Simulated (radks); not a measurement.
Results of a calculation; reference values are marked as such.
Neutral titanium inside a hard spherical wall (all orbitals vanish at R), configuration held at [Ar] 3d2 4s2 and not refilled when levels cross. Code: a radial shooting solver on a logarithmic mesh with Libxc functionals. Model: scalar-relativistic Kohn-Sham, PBE, spin-polarised, spherical densities, finite nucleus; open shells are filled with parallel spins first; Fermi nuclear charge, rms radius 3.5921 fm. Eigenvalues in eV for spin up, with the zero of energy where the potential of the charges vanishes at infinity; a dash marks a level that is unbound or too diffuse for the functional's potential to be trusted. A positive occupied level is held by the wall or, in an anion where self-interaction has pushed it up, behind a barrier. The pressure on the wall is -dE/dV.

R (bohr) = free: E (hartree) -853.59003; kinetic (hartree) 860.776; e(3s) -63.249; e(3p) -39.480; e(3d) -4.819; e(4s) -4.669; e(4p, empty) -1.563; e(5s, empty) -; pressure (GPa) 0
R (bohr) = 20: E (hartree) -853.59003; kinetic (hartree) 860.776; e(3s) -63.249; e(3p) -39.480; e(3d) -4.819; e(4s) -4.669; e(4p, empty) -1.563; e(5s, empty) -; pressure (GPa) < 0.0001
R (bohr) = 15: E (hartree) -853.59003; kinetic (hartree) 860.776; e(3s) -63.248; e(3p) -39.479; e(3d) -4.819; e(4s) -4.668; e(4p, empty) -1.559; e(5s, empty) 0.273; pressure (GPa) < 0.0001
R (bohr) = 12: E (hartree) -853.58992; kinetic (hartree) 860.777; e(3s) -63.236; e(3p) -39.467; e(3d) -4.807; e(4s) -4.659; e(4p, empty) -1.525; e(5s, empty) 0.852; pressure (GPa) 0.00203
R (bohr) = 10: E (hartree) -853.58904; kinetic (hartree) 860.785; e(3s) -63.171; e(3p) -39.403; e(3d) -4.746; e(4s) -4.609; e(4p, empty) -1.404; e(5s, empty) 1.923; pressure (GPa) 0.0247
R (bohr) = 8: E (hartree) -853.58194; kinetic (hartree) 860.833; e(3s) -62.845; e(3p) -39.078; e(3d) -4.443; e(4s) -4.341; e(4p, empty) -0.904; e(5s, empty) 4.734; pressure (GPa) 0.307
R (bohr) = 6: E (hartree) -853.52609; kinetic (hartree) 861.105; e(3s) -61.455; e(3p) -37.702; e(3d) -3.169; e(4s) -2.974; e(4p, empty) 1.212; e(5s, empty) 13.344; pressure (GPa) 4.32
R (bohr) = 5: E (hartree) -853.40625; kinetic (hartree) 861.573; e(3s) -59.619; e(3p) -35.902; e(3d) -1.473; e(4s) -0.694; e(4p, empty) 4.404; e(5s, empty) 24.347; pressure (GPa) 18.6
R (bohr) = 3: E (hartree) -851.54925; kinetic (hartree) 867.498; e(3s) -47.724; e(3p) -24.273; e(3d) 11.151; e(4s) 25.741; e(4p, empty) 36.425; e(5s, empty) 113.23; pressure (GPa) 762
R (bohr) = 2.5: E (hartree) -849.16129; kinetic (hartree) 874.907; e(3s) -38.634; e(3p) -14.945; e(3d) 22.134; e(4s) 54.369; e(4p, empty) 67.856; e(5s, empty) 189.50; pressure (GPa) 2790
R (bohr) = 1.5: E (hartree) -819.61156; kinetic (hartree) 953.412; e(3s) 36.833; e(3p) 65.311; e(3d) 107.03; e(4s) 315.36; e(4p, empty) 326.79; e(5s, empty) 750.02; pressure (GPa) 87800
